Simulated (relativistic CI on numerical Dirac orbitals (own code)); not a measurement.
## Line list: Electric-dipole lines, Zr¹⁷⁺

Computed by Dirac-Coulomb-Breit CI, KLI orbitals optimised for each configuration, model QED (radiative potential, 1s self-energy scaled to tabulated hydrogen-like ionisation energies), unscaled Slater integrals (own radial code, finite nucleus).

Configurations in the expansion (outside the closed core [Ne]): 3s2 3p6 3d5, 3s2 3p5 3d6, 3s2 3p4 3d7, 3s 3p6 3d6, 3p6 3d7, 3s2 3p6 3d4 4s, 3s 3p5 3d7, 3s2 3p6 3d4 4p, 3s2 3p6 3d4 4d, 3s2 3p6 3d4 4f, 3s2 3p6 3d3 4s2, 3s2 3p5 3d5 4s, 3s2 3p4 3d6 4s, 3s2 3p6 3d3 4s 4p, 3s2 3p4 3d6 4p, 3s2 3p5 3d5 4p, 3s2 3p6 3d4 5s, 3s2 3p6 3d3 4p2, 3s2 3p6 3d4 5p, 3s2 3p6 3d3 4s 4d, 3s 3p5 3d6 4s, 3s2 3p6 3d4 5d, 3s 3p6 3d5 4s, 3s2 3p6 3d4 5g, 3s2 3p6 3d3 4d2, 3p6 3d5 4s2. Levels of other configurations are missing.

| λ vac (Å) | Lower | Upper | A (s⁻¹) | E lower (cm⁻¹) | E upper (cm⁻¹) |
| --- | --- | --- | --- | --- | --- |
| 69.885 | 3s2 3p6 3d5 2I_11/2 [13] | 3s2 3p5 3d6 2G°_9/2 [201] | 7.17e+11 | 140106 | 1571020 |
| 69.995 | 3s2 3p6 3d5 2I_13/2 [16] | 3s2 3p5 3d6 2H°_11/2 [205] | 1.15e+12 | 146725 | 1575391 |
| 70.285 | 3s2 3p6 3d5 4G_11/2 [4] | 3s2 3p5 3d6 2G°_9/2 [189] | 2.53e+11 | 97259 | 1520044 |
| 70.945 | 3s2 3p6 3d5 2G_9/2 [32] | 3s2 3p5 3d6 2F°_7/2 [214] | 8.02e+11 | 252661 | 1662201 |
| 70.978 | 3s2 3p6 3d5 2G_7/2 [33] | 3s2 3p5 3d6 2F°_5/2 [215] | 5.46e+11 | 255451 | 1664329 |
| 71.260 | 3s2 3p6 3d5 2H_11/2 [25] | 3s2 3p5 3d6 2G°_9/2 [206] | 1.00e+12 | 183679 | 1586981 |
| 71.448 | 3s2 3p6 3d5 4G_11/2 [4] | 3s2 3p5 3d6 4F°_9/2 [185] | 4.36e+11 | 97259 | 1496880 |
| 71.566 | 3s2 3p6 3d5 2G_9/2 [26] | 3s2 3p5 3d6 2G°_7/2 [207] | 6.95e+11 | 190338 | 1587647 |
| 71.758 | 3s2 3p6 3d5 2G_7/2 [23] | 3s2 3p5 3d6 2F°_5/2 [202] | 4.33e+11 | 178364 | 1571932 |
| 71.765 | 3s2 3p6 3d5 2I_11/2 [13] | 3s2 3p5 3d6 2G°_9/2 [194] | 2.17e+11 | 140106 | 1533547 |
| 72.119 | 3s2 3p6 3d5 4G_9/2 [7] | 3s2 3p5 3d6 4F°_7/2 [183] | 2.01e+11 | 99120 | 1485718 |
| 72.322 | 3s2 3p6 3d5 4F_9/2 [18] | 3s2 3p5 3d6 4D°_7/2 [196] | 2.37e+11 | 153220 | 1535920 |
| 72.823 | 3s2 3p6 3d5 2F_7/2 [17] | 3s2 3p5 3d6 4D°_5/2 [192] | 4.36e+11 | 149323 | 1522517 |
| 72.911 | 3s2 3p6 3d5 4G_9/2 [7] | 3s2 3p5 3d6 2G°_7/2 [180] | 1.91e+11 | 99120 | 1470657 |
| 73.058 | 3s2 3p6 3d5 4G_7/2 [3] | 3s2 3p5 3d6 4F°_5/2 [176] | 2.78e+11 | 96497 | 1465277 |
| 73.110 | 3s2 3p6 3d5 2H_9/2 [21] | 3s2 3p5 3d6 4D°_7/2 [196] | 2.85e+11 | 168125 | 1535920 |
| 73.111 | 3s2 3p6 3d5 4F_9/2 [18] | 3s2 3p5 3d6 2F°_7/2 [190] | 2.90e+11 | 153220 | 1521001 |
| 73.114 | 3s2 3p6 3d5 2F_7/2 [20] | 3s2 3p5 3d6 2D°_5/2 [195] | 3.76e+11 | 167615 | 1535349 |
| 76.059 | 3s2 3p6 3d5 2H_11/2 [25] | 3s2 3p5 3d6 2H°_11/2 [186] | 3.69e+11 | 183679 | 1498449 |
| 76.270 | 3s2 3p6 3d5 2G_7/2 [33] | 3s2 3p5 3d6 2G°_7/2 [200] | 3.49e+11 | 255451 | 1566590 |
| 78.424 | 3s2 3p6 3d5 2I_13/2 [16] | 3s2 3p5 3d6 2I°_13/2 [164] | 3.55e+11 | 146725 | 1421853 |
| 79.256 | 3s2 3p6 3d5 2I_11/2 [13] | 3s2 3p5 3d6 2I°_11/2 [159] | 2.06e+11 | 140106 | 1401847 |
| 79.732 | 3s2 3p6 3d5 4G_11/2 [4] | 3s2 3p5 3d6 4G°_11/2 [138] | 1.52e+11 | 97259 | 1351461 |
| 81.003 | 3s2 3p6 3d5 4G_9/2 [7] | 3s2 3p5 3d6 4G°_9/2 [130] | 1.13e+11 | 99120 | 1333648 |
| 81.833 | 3s2 3p6 3d5 4G_5/2 [2] | 3s2 3p5 3d6 4G°_5/2 [121] | 1.15e+11 | 88219 | 1310225 |
| 82.273 | 3s2 3p6 3d5 6S_5/2 [1] | 3s2 3p5 3d6 6P°_7/2 [79] | 1.15e+11 | 0 | 1215472 |
| 82.552 | 3s2 3p6 3d5 2I_11/2 [13] | 3s2 3p5 3d6 4G°_11/2 [138] | 9.34e+10 | 140106 | 1351461 |
| 85.706 | 3s2 3p6 3d5 6S_5/2 [1] | 3s2 3p5 3d6 6P°_3/2 [59] | 1.39e+11 | 0 | 1166777 |
| 86.367 | 3s2 3p6 3d5 4G_11/2 [4] | 3s2 3p5 3d6 4G°_11/2 [97] | 1.01e+11 | 97259 | 1255102 |
| 89.998 | 3s2 3p6 3d5 4G_11/2 [4] | 3s2 3p5 3d6 4H°_13/2 [76] | 4.87e+10 | 97259 | 1208394 |

Terms are leading LS components. Brackets give the number of a level in order of energy, since labels repeat. The list gives strong lines, with weight on those to low levels, without lines whose two gauges differ by over a factor of 2.5, among the lowest 400 of 9887 levels, so that lines to higher ones, which can be the strongest, are missing. Levels whose partners in the same complex of configurations lie outside the list can be far off, and so can their lines. Rates are taken at the computed energies, electric ones in the length gauge.

At this charge energies of transitions that change n are usually good to better than 1 %, and those within a shell (Δn = 0) to a few per cent. Terms inside the open d or f shell come out 10 to 20 % too wide with unscaled integrals.

LS names give the leading component of a level, which can be under half, so a name can repeat, a term be missing and a line seem to break the LS rules.
